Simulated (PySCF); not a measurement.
**C$_{7}$H$_{3}$F$_{3}$: full NMR table**

- Formula: C7H3F3
- SMILES: C=C=C=CC#CC(F)(F)F
- InChI: InChI=1S/C7H3F3/c1-2-3-4-5-6-7(8,9)10/h4H,1H2
- Point group of the computed structure: C1
- Degrees of unsaturation: 5
- Carbon signals: 7
- Proton signals: 2

Structure with atom numbers: `[CH2:1]=[C:2]=[C:3]=[CH:4][C:5]#[C:6][C:7]([F:8])([F:9])[F:10]` (H(Xn): hydrogen on atom n).

- PBE0/pcSseg-1 with gauge-including orbitals
- structure optimised with GFN2-xTB
- code: PySCF 2.14.0 with density-fitted response routines
- fast rotation and ring inversion assumed for equivalent nuclei, non-relativistic Hamiltonian, one computed conformer, gas phase

References, each an isolated molecule treated in the same way: 1H (σ = 31.72 ppm), 13C (σ = 186.93 ppm) against TMS; 19F (σ = 170.95 ppm) against CFCl3.

| carbon | δC, type | δH (multiplicity) | HMBC from (2–3 bonds) | span of the C tensor (ppm) |
| --- | --- | --- | --- | --- |
| C1 | 112.6, CH2 | 6.05 (s) | – | 169 |
| C2 | 179.9, C | – | H(C1), H(C4) | 68 |
| C3 | 197.9, C | – | H(C1), H(C4) | 69 |
| C4 | 94.2, CH | 5.99 (s) | – | 131 |
| C5 | 91.1, C | – | H(C4) | 250 |
| C6 | 88.7, C | – | H(C4) | 189 |
| C7 | 124.9, C | – | – | 11 |

Other nuclei:
| atoms | nucleus | environment | δ (ppm) | σ (ppm) |
| --- | --- | --- | --- | --- |
| F8/F9/F10 | 19F | fluorine of a CF3 group | -61.1 | 232.0 |

Carbon types of the structure: 5 × C, 1 × CH, 1 × CH2, which accounts for all hydrogens. δC 197.9, 179.9: central carbon of an allene. δC 124.9: CF3 carbon; 3 electronegative neighbours deshield it. δC 112.6, 94.2: terminal carbon of a cumulated C=C=C unit. δC 91.1, 88.7: alkyne carbon; the triple bond shields along its axis, which puts it between sp3 and sp2 carbons. δH 6.05, 5.99: hydrogen on a terminal carbon of a cumulated C=C=C unit; attached to an sp2 carbon and in the plane of the double bond.

Splittings by 19F in the carbon and heteronuclear signals aren't shown, as no couplings were computed. Shifts are as computed. Against solution values, carbons near 30 ppm lie about +3 ppm off and those near 130 ppm about +5 ppm. Of 1211 compounds with measured shifts, 218 miss one by over three times the rms of a fit or turn the order of signals round; such compounds aren't used in these exercises. Unscaled 19F shifts against computed CFCl3 carry errors that often reach 10 to 50 ppm. No couplings were computed; multiplicities are counted from neighbouring protons, with m where these are inequivalent, close in shift, in a saturated or five-membered ring or joined by F or P, and br s for small geminal =CH2 splittings.
